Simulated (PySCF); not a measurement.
# Computed NMR parameters against published values

Geometry:
```json
{"atom": "C1", "x (Å)": "-1.719", "y (Å)": "-0.749", "z (Å)": "0.672"}
{"atom": "C2", "x (Å)": "-0.610", "y (Å)": "-0.027", "z (Å)": "-0.073"}
{"atom": "C3", "x (Å)": "-0.733", "y (Å)": "1.478", "z (Å)": "0.038"}
{"atom": "C4", "x (Å)": "-0.459", "y (Å)": "-0.528", "z (Å)": "-1.495"}
{"atom": "S5", "x (Å)": "0.913", "y (Å)": "-0.527", "z (Å)": "0.853"}
{"atom": "C6", "x (Å)": "2.348", "y (Å)": "0.278", "z (Å)": "0.059"}
{"atom": "O7", "x (Å)": "0.824", "y (Å)": "-0.005", "z (Å)": "2.192"}
{"atom": "O8", "x (Å)": "1.091", "y (Å)": "-1.948", "z (Å)": "0.709"}
{"atom": "H9", "x (Å)": "-1.537", "y (Å)": "-1.820", "z (Å)": "0.649"}
{"atom": "H10", "x (Å)": "-1.729", "y (Å)": "-0.427", "z (Å)": "1.711"}
{"atom": "H11", "x (Å)": "-2.691", "y (Å)": "-0.542", "z (Å)": "0.226"}
{"atom": "H12", "x (Å)": "0.003", "y (Å)": "1.982", "z (Å)": "-0.584"}
{"atom": "H13", "x (Å)": "-1.724", "y (Å)": "1.803", "z (Å)": "-0.275"}
{"atom": "H14", "x (Å)": "-0.581", "y (Å)": "1.774", "z (Å)": "1.074"}
{"atom": "H15", "x (Å)": "-0.125", "y (Å)": "-1.563", "z (Å)": "-1.475"}
{"atom": "H16", "x (Å)": "0.266", "y (Å)": "0.065", "z (Å)": "-2.047"}
{"atom": "H17", "x (Å)": "-1.411", "y (Å)": "-0.478", "z (Å)": "-2.020"}
{"atom": "H18", "x (Å)": "3.215", "y (Å)": "-0.036", "z (Å)": "0.626"}
{"atom": "H19", "x (Å)": "2.228", "y (Å)": "1.350", "z (Å)": "0.120"}
{"atom": "H20", "x (Å)": "2.423", "y (Å)": "-0.070", "z (Å)": "-0.962"}
```

Theoretical values (PySCF 2.14.0 with density-fitted response routines): geometry from GFN2-xTB, shielding tensors at PBE0/pcSseg-1 (GIAO). No relativistic terms, equivalent nuclei averaged, a single conformation, in vacuum.

Reference values: measured (solution, not stated per compound (mostly CDCl3 or CCl4); Pretsch, Buehlmann, Badertscher, Structure Determination of Organic Compounds, 4th ed. (2009)).
```csv
atoms,quantity,reference,computed,"computed, scaled"
C2,δ ¹³C,57.6,65.6,61.7
C1/C3/C4,δ ¹³C,22.7,23.2,20.4
H9/H10/H11/H12/H13/H14/H15/H16/H17,δ ¹H,1.44,1.38,1.39
```

Computed shifts are σ(ref) − σ with the named reference compound (TMS for H and C) calculated as an isolated molecule at the same level. The measured values may be among those fitted. Empirical linear scaling, fitted to shifts measured mostly in CDCl3 for H and C (δ vs TMS): ¹³C: δ = 179.97 − 0.974σ (rms 2.1 ppm, 958 shifts, 2.3 ppm with the 13 outliers that the fit left out); ¹H: δ = 30.01 − 0.943σ (rms 0.17 ppm, 504 shifts, 0.18 ppm with the 4 outliers that the fit left out). A few per cent of atoms miss by over 2 rms, more outside the fitted compound classes.

How far are the unscaled ¹³C shifts from the references?

Results:

Mean signed difference +4.25 ppm, mean absolute 4.25 ppm over 2 comparisons; the largest is +8.0 ppm at C2 (fully substituted sp3 carbon bonded to S).
